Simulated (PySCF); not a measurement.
Nd⁴⁴⁺: ionisation energy

Nd⁴⁴⁺ [Ne] 3s2 3p4 (3P) → Nd⁴⁵⁺ [Ne] 3s2 3p3 (4S), as a difference of total energies. Computed with PySCF 2.14 in an even-tempered Gaussian basis (16 s from 8.4 bohr⁻², ratio 2.5; 10 p from 11 bohr⁻², ratio 2.5; 4 d from 48 bohr⁻², ratio 2.7; 4 f from 71 bohr⁻², ratio 2.7), with the non-relativistic Hamiltonian (point nucleus). Correlated levels: outer shells: 1s2 frozen; virtual orbitals above 40 to 60 times the deepest correlated orbital energy dropped. The calculations carry no spin-orbit coupling.

| method | ionisation energy (eV) |
| --- | --- |
| UHF | 3520.5 |
| LDA | 3523.6 |
| PBE | 3524.4 |
| PBE0 | 3524.0 |
| r2SCAN | 3523.4 |
| M06 | 3523.5 |
| PW91 | 3525.2 |
| MP2 (outer shells) | 3521.5 |
| SCS-MP2 (outer shells) | 3521.5 |

Spin-orbit coupling is strong in these open shells (close to jj coupling). The scalar numbers leave it out and a first-order estimate fails, so it can dominate the gap to the real levels.

The ground level that NIST lists for one species does not belong to the high-spin term computed here, so part of any gap is the choice of state.

The gap to the reference is mostly relativistic.

For comparison: 3567 ± 4 eV (theoretical estimate listed by NIST; NIST Atomic Spectra Database, ionization energies).
